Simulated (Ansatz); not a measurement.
Consider the ligand exchange at the Al–F bond: `[NH2][Al]([OH])[F]` + NH₃ → `[NH2][Al]([NH2])[OH]` + H–F.

Isolated molecules relaxed with PBE0-D4/def2-TZVP in Ansatz; ΔE leaves out vibrations. CBS: MP2 limit from def2 TZ/QZ plus the TZ coupled-cluster correction, frozen cores. This one scheme is used for every species. Functionals use def2-TZVPP. B3LYP here is the variant with VWN-RPA as its local correlation; programs differ in this. HSE06 is defined as in plane-wave codes. One conformer a species, not always the lowest.

```tsv
level	ΔE (kJ/mol)	difference from CCSD(T)/CBS
LDA (SPW92)	94.0	-5.3
PBE-D4	99.0	-0.3
revPBE-D4	97.7	-1.6
r2SCAN-D4	104.4	5.1
B97M-V	108.7	9.4
PBE0-D4	97.9	-1.4
r2SCANh-D4	103.4	4.1
HSE06-D4	97.7	-1.6
BHLYP-D4	104.0	4.7
CAM-B3LYP-D4	104.0	4.7
ωB97X-V	102.6	3.3
ωB97M-V	101.7	2.4
B2PLYP	105.8	6.5
PBE-QIDH	100.0	0.7
PBE	101.8	2.5
revPBE	103.8	4.5
BLYP	109.4	10.1
r2SCAN	105.1	5.8
PBE0	100.3	1.0
B3LYP	107.3	8.0
r2SCANh	104.2	4.9
r2SCAN0	103.0	3.7
HSE06	100.0	0.7
BHLYP	107.5	8.2
CAM-B3LYP	106.5	7.2
LC-ωPBE	101.6	2.3
RPA@PBE/def2-TZVPP	101.4	2.1
HF/def2-SVP	111.7	12.4
MP2/def2-SVP	109.9	10.6
HF/def2-TZVPP	110.2	10.9
MP2/def2-TZVPP	100.2	0.9
SCS-MP2/def2-TZVPP	103.0	3.7
CCSD/def2-TZVPP	102.2	2.9
CCSD(T)/def2-TZVPP	101.0	1.7
HF/def2-QZVPP	111.1	11.8
MP2/def2-QZVPP	99.6	0.3
SCS-MP2/def2-QZVPP	102.4	3.1
HF/CBS(def2)	111.2	11.9
MP2/CBS(def2)	98.5	-0.8
CCSD/CBS(def2)	100.5	1.2
CCSD(T)/CBS	99.3	0
```

Largest T1 diagnostic among the species: 0.012.

In def2-TZVPP, CCSD(T) changes the Hartree–Fock value by −9.2 kJ/mol (the triples alone add −1.2 kJ/mol) and MP2 by −10.0 kJ/mol. Leaving LDA and LC-ωPBE aside and taking each functional with its dispersion term where it has one, the values spread over 11.0 kJ/mol, from revPBE-D4 to B97M-V. LDA lies −7.7 kJ/mol from PBE without D4.
